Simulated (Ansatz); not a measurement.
Born–Oppenheimer molecular dynamics of H7NSn (9 atoms, charge 0, multiplicity 1). It starts at the highest image of a converged band. Of that band: Beside the main top the profile has a ripple of under 15 meV (maxima at images 3, 5), which may be a very shallow well or noise. Neighbouring images differ by up to 1.5 eV, so the band resolves the path poorly. A vibrational analysis at the climbing image gives one clearly imaginary mode, 1494i cm⁻¹: a first-order saddle point.

These are results of RKS B3LYP/def2-SVP in Ansatz, not measurements.

```yaml
ensemble: NVE (velocity Verlet)
time_step: 0.5 fs
steps_asked: 200
starting_velocities_drawn_for: 100 K
seed: 11285
```

Frames 1 fs apart, positions in Å, forces in eV/Å.

Velocities at 55 fs (Å/ps):

```
Sn 1.07 -0.27 -0.67
H 56.65 -59.06 60.02
H 0.65 8.11 -10.80
H -14.36 8.89 4.18
H 4.72 -5.17 -17.23
N -13.10 10.58 -3.02
H -11.81 -8.71 18.32
H -14.61 -7.72 12.12
H 34.51 -52.03 54.76
```

```xyz
9
Properties=species:S:1:pos:R:3:forces:R:3 time_fs=55 energy_less_start_eV=-1.125 T=1343
Sn -0.345 0.051 -0.227 0.58 -0.46 0.03
H 1.691 -3.345 4.147 -0.48 0.22 -0.05
H 0.827 0.926 0.671 0.09 -0.07 0.12
H -0.138 0.598 -1.847 -0.41 0.12 -0.08
H -0.047 -1.669 -0.251 -0.01 0.23 0.01
N -2.003 0.384 0.871 -0.87 0.22 0.34
H -2.994 0.205 0.650 0.81 0.13 0.07
H -1.876 0.910 1.742 -0.19 -0.17 -0.49
H 0.989 -3.022 4.072 0.48 -0.22 0.05
9
Properties=species:S:1:pos:R:3:forces:R:3 time_fs=56 energy_less_start_eV=-1.119 T=1337
Sn -0.344 0.050 -0.228 0.33 -0.45 0.15
H 1.745 -3.402 4.206 -0.94 0.43 -0.10
H 0.828 0.934 0.661 0.08 -0.08 0.14
H -0.154 0.607 -1.843 -0.40 0.12 -0.12
H -0.043 -1.673 -0.268 -0.02 0.29 0.03
N -2.016 0.394 0.868 -0.45 0.27 0.35
H -3.002 0.197 0.669 0.59 0.06 -0.05
H -1.892 0.901 1.752 -0.13 -0.19 -0.51
H 1.026 -3.075 4.127 0.94 -0.43 0.10
9
Properties=species:S:1:pos:R:3:forces:R:3 time_fs=57 energy_less_start_eV=-1.130 T=1349
Sn -0.343 0.050 -0.229 0.10 -0.41 0.25
H 1.790 -3.456 4.265 -0.88 0.40 -0.10
H 0.830 0.941 0.652 0.07 -0.10 0.15
H -0.174 0.618 -1.841 -0.39 0.12 -0.13
H -0.038 -1.674 -0.285 -0.03 0.31 0.06
N -2.030 0.405 0.866 0.15 0.27 0.23
H -3.005 0.189 0.687 0.15 -0.08 -0.20
H -1.908 0.891 1.757 -0.04 -0.11 -0.36
H 1.073 -3.133 4.183 0.88 -0.40 0.10
9
Properties=species:S:1:pos:R:3:forces:R:3 time_fs=58 energy_less_start_eV=-1.144 T=1364
Sn -0.342 0.050 -0.229 -0.13 -0.32 0.34
H 1.827 -3.506 4.323 -0.31 0.14 -0.04
H 0.833 0.947 0.645 0.05 -0.12 0.15
H -0.198 0.629 -1.839 -0.37 0.10 -0.13
H -0.034 -1.672 -0.301 -0.04 0.30 0.08
N -2.044 0.416 0.863 0.73 0.24 -0.04
H -3.006 0.180 0.703 -0.32 -0.25 -0.34
H -1.925 0.879 1.758 0.06 0.03 -0.07
H 1.127 -3.194 4.240 0.31 -0.14 0.04
9
Properties=species:S:1:pos:R:3:forces:R:3 time_fs=59 energy_less_start_eV=-1.139 T=1358
Sn -0.341 0.049 -0.230 -0.33 -0.20 0.39
H 1.861 -3.555 4.380 0.56 -0.25 0.07
H 0.836 0.951 0.639 0.03 -0.13 0.14
H -0.225 0.642 -1.839 -0.35 0.08 -0.10
H -0.030 -1.668 -0.316 -0.03 0.26 0.10
N -2.057 0.427 0.861 1.09 0.18 -0.37
H -3.010 0.170 0.716 -0.57 -0.37 -0.42
H -1.942 0.868 1.759 0.15 0.18 0.24
H 1.184 -3.256 4.297 -0.56 0.25 -0.07
9
Properties=species:S:1:pos:R:3:forces:R:3 time_fs=60 energy_less_start_eV=-1.127 T=1346
Sn -0.340 0.049 -0.230 -0.51 -0.04 0.42
H 1.900 -3.606 4.439 1.12 -0.49 0.14
H 0.839 0.955 0.634 0.01 -0.15 0.13
H -0.256 0.656 -1.840 -0.32 0.06 -0.05
H -0.027 -1.661 -0.331 -0.02 0.19 0.11
N -2.069 0.439 0.858 1.08 0.09 -0.63
H -3.019 0.155 0.725 -0.44 -0.39 -0.41
H -1.957 0.859 1.762 0.21 0.24 0.43
H 1.236 -3.316 4.354 -1.12 0.49 -0.14
9
Properties=species:S:1:pos:R:3:forces:R:3 time_fs=61 energy_less_start_eV=-1.142 T=1362
Sn -0.339 0.049 -0.231 -0.68 0.14 0.43
H 1.949 -3.662 4.498 0.84 -0.36 0.11
H 0.843 0.957 0.631 -0.01 -0.16 0.11
H -0.289 0.670 -1.841 -0.29 0.02 0.02
H -0.024 -1.652 -0.344 0.00 0.10 0.11
N -2.081 0.450 0.855 0.79 0.00 -0.71
H -3.033 0.137 0.730 -0.01 -0.29 -0.35
H -1.970 0.852 1.770 0.21 0.18 0.38
H 1.278 -3.372 4.409 -0.84 0.36 -0.11
9
Properties=species:S:1:pos:R:3:forces:R:3 time_fs=62 energy_less_start_eV=-1.156 T=1377
Sn -0.338 0.048 -0.231 -0.84 0.33 0.42
H 2.006 -3.721 4.559 -0.01 0.00 0.00
H 0.846 0.958 0.629 -0.02 -0.17 0.09
H -0.326 0.684 -1.842 -0.25 -0.01 0.09
H -0.020 -1.642 -0.357 0.02 -0.01 0.11
N -2.092 0.461 0.851 0.45 -0.04 -0.59
H -3.046 0.117 0.732 0.49 -0.12 -0.25
H -1.981 0.846 1.780 0.16 0.04 0.13
H 1.312 -3.424 4.464 0.01 0.00 0.00
9
Properties=species:S:1:pos:R:3:forces:R:3 time_fs=63 energy_less_start_eV=-1.142 T=1362
Sn -0.337 0.048 -0.232 -1.00 0.51 0.41
H 2.063 -3.779 4.619 -0.74 0.31 -0.10
H 0.849 0.957 0.627 -0.03 -0.17 0.07
H -0.365 0.698 -1.843 -0.20 -0.05 0.16
H -0.017 -1.632 -0.368 0.04 -0.12 0.11
N -2.103 0.473 0.847 0.24 -0.05 -0.37
H -3.055 0.095 0.731 0.85 0.02 -0.17
H -1.991 0.841 1.792 0.10 -0.13 -0.21
H 1.346 -3.476 4.518 0.74 -0.31 0.10
9
Properties=species:S:1:pos:R:3:forces:R:3 time_fs=64 energy_less_start_eV=-1.130 T=1349
Sn -0.336 0.048 -0.232 -1.14 0.67 0.39
H 2.114 -3.835 4.679 -0.99 0.42 -0.14
H 0.852 0.954 0.627 -0.04 -0.17 0.05
H -0.406 0.712 -1.841 -0.14 -0.09 0.22
H -0.013 -1.623 -0.379 0.06 -0.22 0.10
N -2.113 0.484 0.842 0.26 -0.02 -0.19
H -3.056 0.073 0.728 0.96 0.10 -0.11
H -2.000 0.835 1.802 0.05 -0.26 -0.47
H 1.387 -3.531 4.573 0.99 -0.42 0.14
9
Properties=species:S:1:pos:R:3:forces:R:3 time_fs=65 energy_less_start_eV=-1.143 T=1363
Sn -0.335 0.047 -0.233 -1.28 0.80 0.37
H 2.155 -3.888 4.737 -0.71 0.29 -0.11
H 0.855 0.950 0.626 -0.03 -0.16 0.04
H -0.448 0.725 -1.838 -0.09 -0.13 0.27
H -0.009 -1.617 -0.388 0.07 -0.29 0.09
N -2.123 0.495 0.838 0.50 0.04 -0.13
H -3.048 0.052 0.725 0.80 0.06 -0.08
H -2.008 0.826 1.807 0.02 -0.31 -0.57
H 1.437 -3.591 4.630 0.71 -0.29 0.11
9
Properties=species:S:1:pos:R:3:forces:R:3 time_fs=66 energy_less_start_eV=-1.161 T=1383
Sn -0.335 0.047 -0.233 -1.41 0.87 0.36
H 2.189 -3.937 4.794 0.04 -0.02 0.01
H 0.857 0.944 0.627 -0.02 -0.14 0.03
H -0.491 0.736 -1.832 -0.02 -0.15 0.29
H -0.004 -1.613 -0.396 0.08 -0.32 0.09
N -2.133 0.507 0.833 0.89 0.12 -0.24
H -3.033 0.032 0.721 0.45 -0.09 -0.08
H -2.016 0.814 1.807 0.02 -0.29 -0.45
H 1.493 -3.652 4.687 -0.04 0.01 -0.01
```

Of the whole run (100 fs, mean temperature of the second half 1333 K): The conserved energy stayed within 0.075 meV per atom of its start (net change -0.034 meV per atom), so the integration is sound. The kinetic energy rose, since the run started high on the potential surface and went downhill. It ends in pieces (H2 + H5NSn), so much of that is their flight and rotation, not heat. A run of 0.1 ps of so small a system gives no equilibrium averages. The orbitals stay closed-shell, which can raise the energy where a bond breaks towards radicals; this wasn't checked here.

Time of the run: 7.5 min on 1 thread of Arm Neoverse V2, on a shared host, peak memory 0.17 GiB.
